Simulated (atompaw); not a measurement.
# u(r) = r·R(r): atom against pseudo-atom (hafnium (Hf))

Columns: radius, all-electron u(r) and pseudo u(r) of the 5d shell (level -3.33 eV) of hafnium in the configuration [Xe] 4f14 5d2 6s1.5 6p0.5; PBEsol, scalar-relativistic, PAW (atompaw) scheme, atompaw 4.2.0.5.

```csv
r (bohr),all-electron,pseudo
0.115,0.1807,0.0001
0.231,-0.0297,0.0007
0.346,-0.2484,0.0023
0.462,-0.2561,0.0055
0.577,-0.1304,0.0107
0.692,0.0383,0.0184
0.808,0.2034,0.0293
0.923,0.3428,0.0436
1.038,0.4530,0.0618
1.154,0.5361,0.0846
1.269,0.5943,0.1117
1.385,0.6330,0.1438
1.500,0.6556,0.1802
1.615,0.6659,0.2207
1.731,0.6667,0.2651
1.846,0.6605,0.3114
1.962,0.6491,0.3586
2.077,0.6340,0.4039
2.192,0.6164,0.4451
2.308,0.5969,0.4797
2.423,0.5766,0.5045
2.538,0.5556,0.5178
2.654,0.5343,0.5190
2.769,0.5131,0.5091
2.885,0.4919,0.4915
3.000,0.4712,0.4712
```

Question: How many radial nodes do the two functions have?

Answer: The all-electron 5d function has n − l − 1 = 2; the pseudo-wave has 0, since the states of the same l below it are removed with the core.

Question: Is the pseudo-wave norm-conserving?

Answer: No, it belongs to a PAW set: the norm inside the radius is not constrained, and the difference is carried by the augmentation charge.
